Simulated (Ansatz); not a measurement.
Consider the ligand exchange at the Si–O bond: `[OH][In]([OH])[O][SiH3]` + `CC(N)S` → `CC(S)N[SiH3]` + `[OH][In]([OH])[OH]`.

Computed with Ansatz on PBE0-D4/def2-TZVP structures; ΔE is electronic, products minus reactants. CBS: MP2 limit from def2 TZ/QZ plus the TZ coupled-cluster correction, frozen cores. DFT in def2-TZVPP. B3LYP here is the variant with VWN-RPA as its local correlation; programs differ in this. Elements past krypton have def2 core potentials. For In outer-core shells are correlated without core-valence functions, which leaves a few kJ/mol of doubt a bond. One conformer a species, not always the lowest.

| level | ΔE (kJ/mol) | difference from CCSD(T)/CBS |
| --- | --- | --- |
| PBE-D4 | 32.1 | -14.5 |
| r2SCAN-D4 | 42.0 | -4.6 |
| PBE0-D4 | 38.4 | -8.2 |
| B3LYP-D4 | 40.1 | -6.5 |
| ωB97X-V | 44.8 | -1.8 |
| ωB97M-V | 43.8 | -2.8 |
| B2PLYP | 46.1 | -0.5 |
| PBE | 35.5 | -11.1 |
| r2SCAN | 43.0 | -3.6 |
| PBE0 | 41.4 | -5.2 |
| B3LYP | 45.3 | -1.3 |
| HF/def2-TZVPP | 63.7 | 17.1 |
| MP2/def2-TZVPP | 44.4 | -2.2 |
| SCS-MP2/def2-TZVPP | 48.5 | 1.9 |
| CCSD/def2-TZVPP | 49.2 | 2.6 |
| CCSD(T)/def2-TZVPP | 46.7 | 0.1 |
| HF/def2-QZVPP | 65.1 | 18.5 |
| MP2/def2-QZVPP | 44.8 | -1.8 |
| SCS-MP2/def2-QZVPP | 48.8 | 2.2 |
| HF/CBS(def2) | 65.3 | 18.7 |
| MP2/CBS(def2) | 44.3 | -2.3 |
| CCSD/CBS(def2) | 49.2 | 2.6 |
| CCSD(T)/CBS | 46.6 | 0 |

Largest T1 diagnostic among the species: 0.017.

From PBE to PBE0 (25 % exact exchange), in def2-TZVPP and without D4, ΔE moves by +5.9 kJ/mol. The D4 term adds −5.2 kJ/mol with B3LYP and −3.0 kJ/mol with PBE0; it sums over pairs of atoms, weighted by their polarisabilities, and B3LYP, whose exchange is more repulsive, gets the larger term.
